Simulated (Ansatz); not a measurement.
CH₅AlOSiTe (`O=C[Te][SiH2][AlH2]`), relaxed with RKS PBE-D4/def2-SVP in Ansatz 0.2.0 from a rough embedded geometry. The force threshold is 0.03 eV/Å; the program also tests the step.

The species carries charge 0 and has multiplicity 1. Te: def2 effective core potential.

Start:

```xyz
10

O    -2.669    1.001    1.027
C    -2.160    0.018    0.494
Te   -1.568    0.165   -1.533
Si    0.661    0.753   -0.903
Al    1.691   -0.944    0.362
H    -2.038   -0.936    1.034
H     1.492    1.048   -2.077
H     0.627    1.982   -0.056
H     2.122   -0.698    1.918
H     1.841   -2.388   -0.265
```

Problem. By how much does the energy fall, and how many steps does the optimiser take? (Best estimate.)

Solution. Ansatz gave: 101.09 kJ/mol, in 28 steps, 3 of them rejected.

Problem. Which bonds change most? (Best estimate.)

Solution. Computed: Te3–Al5 from 3.930 to 2.862 Å; Te3–Si4 from 2.390 to 2.653 Å; C2–Te3 from 2.117 to 2.246 Å; Si4–Al5 from 2.354 to 2.419 Å.

Problem. Give the relaxed structure. (Estimate.)

Solution. The calculation gave: 
```xyz
10

O    -3.037   -0.050    1.112
C    -1.924    0.193    0.754
Te   -1.104   -0.465   -1.230
Si    1.117    0.940   -0.865
Al    1.243   -1.215    0.226
H    -1.158    0.763    1.351
H     1.526    1.224   -2.287
H     0.600    2.225   -0.262
H     0.775   -1.210    1.758
H     1.962   -2.405   -0.557
```
